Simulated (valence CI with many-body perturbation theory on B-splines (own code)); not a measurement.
## Sensitivity of CI+MBPT for Ag VII

Computed by configuration interaction combined with many-body perturbation theory (CI+MBPT): five valence electrons over a frozen Dirac-Fock core [Kr], radial functions for each j: 6 s, 6 p, 5 d, 5 f, 1 g, with the one-electron correlation potential Σ1 (screened to all orders), the two-electron term Σ2, the three-electron term Σ3, Breit, model QED; selected single and double excitations, second order for the rest, scaled by the run's own slope (own B-spline code, finite nucleus).

Against 22 measured levels this calculation errs by 581 cm⁻¹ on average and by 994 at most. Among the levels kept, up to 490 cm⁻¹ of a level comes from second order outside the variational space, and about a tenth of that is noise between levels of different J, which matters for small intervals. Only levels of the ground parity were solved; by the run's estimate the other parity begins above the list, which can be wrong where configurations are misplaced.

The reference run has the lowest level 4d5 6S_5/2 and an ionisation energy of 106.193 eV. Its largest variational space holds 10041 state functions.

Names give the largest LS component (configuration and term), which can be under half, so a name can repeat, a term be missing and a line seem to break the LS rules; names also repeat where a configuration has a term twice.

Changed runs:
A. Breit term on → off; QED terms on → off; shift of the energy in Σ1 (hartree) 0 → 0.672
B. factor on the speed of light 1 → 10; QED terms on → off; core polarisation of operators on → off
C. box radius (bohr) 13.698 → 10.54; highest l with Σ1, explicit Σ2 and valence Breit (higher l get mean screening factors) 3 → 1
D. size limit of the variational space 10000 → 300; second order for the rest on → off (bad on purpose)

Excitation energies of the reference run in cm⁻¹, and shifts in cm⁻¹:

```tsv
Level	Reference	A	B	C	D
4d5 4G_5/2	29515	-58	+1127	+352	+1326
4d5 4G_7/2	30399	+29	+243	+337	+1158
4d5 4G_11/2	30682	+102	-41	+408	+935
4d5 4G_9/2	30892	+85	-251	+327	+921
4d5 4P_5/2	32822	-65	+3875	-780	+2572
4d5 4P_3/2	33858	-48	+2838	-983	+2588
4d5 4P_1/2	35495	+7.8	+1200	-1197	+1615
4d5 4D_7/2	37067	+64	+162	-860	+1829
4d5 4D_1/2	39384	+122	-2155	-1332	+1526
4d5 4D_5/2	40038	+120	-2806	-1308	+2730
4d5 4D_3/2	40519	+158	-3289	-1475	+2792
4d5 2I_11/2	43566	+71	+705	+1401	+1158
Ionisation energy (eV)	106.193	+0.228	+1.543	-0.238	-0.660
```
